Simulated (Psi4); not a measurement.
CH3Cl3Sn, charge -1, doublet, geometry from GFN2-xTB (such geometries of metal compounds can be far from the true shape) (a state made from the parent by changing its charge; the spin is typed, not shown lowest) (core potentials on Sn) (a gas-phase anion, which may not be bound at this level), with bond 7-1 at 1.3 times its length; B3LYP/def2-SVP run with Psi4.

Psi4 was given this input:
```
memory 2 GB

molecule {
-1 2
  C    -2.80617644   -0.40162275    0.12082347
  Sn   -0.24461394   -0.03500939    0.01053216
  Cl    0.89982516   -1.44031537   -1.75298602
  Cl    0.41061725    2.34994459   -0.51604998
  Cl    0.94662883   -0.58659495    2.17185494
  H    -2.94846383   -1.38425721    0.54586184
  H    -3.30886668    0.62130338    0.94074140
  H    -3.16113030   -0.33236290   -0.89686246
}

set basis def2-svp
set reference uks
set basis_guess sto-3g

energy('b3lyp')
print_variables()
```

What the program printed (banner, timings and long lists left out):

```
  //>>>>>>>>>>>>>>>>>>>>>>>>>>>>>>>>>>>//
  //      Guess SCF, STO-3G Basis      //
  //<<<<<<<<<<<<<<<<<<<<<<<<<<<<<<<<<<<//

   => Loading Basis Set <=

    Name: STO-3G
    Role: ORBITAL
    Keyword: BASIS

         ---------------------------------------------------------
                           SCF Castup computation
         ---------------------------------------------------------
                                   SCF
               by Justin Turney, Rob Parrish, Andy Simmonett
                          and Daniel G. A. Smith
                              UKS Reference
         ---------------------------------------------------------

  ==> Geometry <==

    Molecular point group: c1
    Full point group: C1

    Geometry (in Angstrom), charge = -1, multiplicity = 2:

       Center              X                  Y                   Z               Mass
    ------------   -----------------  -----------------  -----------------  -----------------
         C           -2.832991700616    -0.406522317577     0.121203918601    12.000000000000
         SN          -0.271429200616    -0.039908957577     0.010912608601   119.902201630000
         CL           0.873009899384    -1.445214937577    -1.752605571399    34.968852682000
         CL           0.383801989384     2.345045022423    -0.515669531399    34.968852682000
         CL           0.919813569384    -0.591494517577     2.172235388601    34.968852682000
         H           -2.975279090616    -1.389156777577     0.546242288601     1.007825032230
         H           -3.335681940616     0.616403812423     0.941121848601     1.007825032230
         H           -3.187945560616    -0.337262467577    -0.896482011399     1.007825032230

  Running in c1 symmetry.

  Rotational constants: A =      0.03523  B =      0.03517  C =      0.02967 [cm^-1]
  Rotational constants: A =   1056.17803  B =   1054.49685  C =    889.34788 [MHz]
  Nuclear repulsion =  798.640347911172285

  Charge       = -1
  Multiplicity = 2
  Electrons    = 111
  Nalpha       = 56
  Nbeta        = 55

  ==> Algorithm <==

  SCF Algorithm Type is DF.
  DIIS enabled.
  MOM disabled.
  Fractional occupation disabled.
  Guess Type is SAD.
  Energy threshold   = 1.00e-06
  Density threshold  = 1.00e-06
  Integral threshold = 1.00e-12

  ==> Primary Basis <==

  Basis Set: STO-3G
    Blend: STO-3G
    Number of shells: 32
    Number of basis functions: 62
    Number of Cartesian functions: 64
    Spherical Harmonics?: true
[...]
  @DF-UKS Final Energy: -7488.26820534032686
    Total Energy =                      -7488.2682053403268583
[...]

   => Exact (HF) Exchange <=

    0.2000               HF

   => Correlation Functionals <=

    0.1900   Vosko, Wilk & Nusair (VWN5_RPA)
    0.8100   Lee, Yang & Parr

   => LibXC Density Thresholds  <==

    XC_HYB_GGA_XC_B3LYP:  1.00E-15

   => Molecular Quadrature <=

    Radial Scheme          =       TREUTLER
    Pruning Scheme         =           NONE
    Nuclear Scheme         =       TREUTLER

    Blocking Scheme        =         OCTREE
    BS radius alpha        =              1
    Pruning alpha          =              1
    Radial Points          =             75
    Spherical Points       =            302
    Total Points           =         171139
    Total Blocks           =           1368
    Max Points             =            256
    Max Functions          =             97
    Weights Tolerance      =       1.00E-15

   => Loading Basis Set <=

    Name: (DEF2-SVP AUX)
    Role: JKFIT
    Keyword: DF_BASIS_SCF

  Computing basis projection from STO-3G to DEF2-SVP

Traceback (most recent call last):
  File "psi4", line 375, in <module>
  File "<string>", line 30, in <module>
  File "site-packages/psi4/driver/driver.py", line 533, in energy
  File "site-packages/psi4/driver/procrouting/proc.py", line 2760, in run_scf
  File "site-packages/psi4/driver/procrouting/proc.py", line 1992, in scf_helper

psi4.driver.p4util.exceptions.ValidationError: Projecting from basis (STO-3G) with (0) ECP electrons to basis (DEF2-SVP) with (28) ECP electrons will be a disaster. Select a compatible cast-up basis with `set guess_basis YOUR_BASIS_HERE`.

Printing out the relevant lines from the Psithon --> Python processed input file:
    """)
    core.IO.set_default_namespace("")
    core.set_global_option("BASIS", "def2-svp")
    core.set_global_option("REFERENCE", "uks")
    core.set_global_option("BASIS_GUESS", "sto-3g")
--> energy('b3lyp')
    print_variables()

!----------------------------------------------------------------------------------!
!                                                                                  !
!  Projecting from basis (STO-3G) with (0) ECP electrons to basis (DEF2-SVP) with  !
!     (28) ECP electrons will be a disaster. Select a compatible cast-up basis     !
!     with `set guess_basis YOUR_BASIS_HERE`.                                      !
!                                                                                  !
!----------------------------------------------------------------------------------!
```

The program stopped with an error.
